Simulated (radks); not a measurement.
Results of a calculation; reference values are marked as such.
The nuclear charge of the niobium ion Nb2+ is varied continuously with 39 electrons held in [Kr] 4d3. Code: a radial shooting solver on a logarithmic mesh with Libxc functionals. Model: scalar-relativistic Kohn-Sham, PBEsol, spin-polarised, spherical densities, point nucleus; open shells are filled with parallel spins first (spin-orbit coupling, left out, can overturn this in heavy ions). By the Hellmann-Feynman theorem dE/dZ = E(electron-nucleus)/Z, the electronic potential at the nucleus. The scalar-relativistic energy here is not variational (the density holds large components alone), so the two differ by a part that grows with Z.

| Z | E (hartree) | E(electron-nucleus)/Z (hartree) | HOMO | e(HOMO) (eV) | <r> HOMO (bohr) |
|---|---|---|---|---|---|
| 40.5 | -3705.60903 | -220.073 | 4d | -14.007 | 2.010 |
| 40.75 | -3760.97441 | -221.903 | 4d | -16.898 | 1.919 |
| 41 | -3816.79995 | -223.733 | 4d | -19.972 | 1.840 |
| 41.25 | -3873.08555 | -225.562 | 4d | -23.218 | 1.770 |
| 41.5 | -3929.83122 | -227.391 | 4d | -26.629 | 1.708 |
| 41.75 | -3987.03702 | -229.221 | 4d | -30.198 | 1.652 |
| 42 | -4044.70309 | -231.051 | 4d | -33.919 | 1.601 |

The central difference of E at Z = 41 is -224.222 hartree, to compare with the third column; the second derivative is -7.36 hartree.
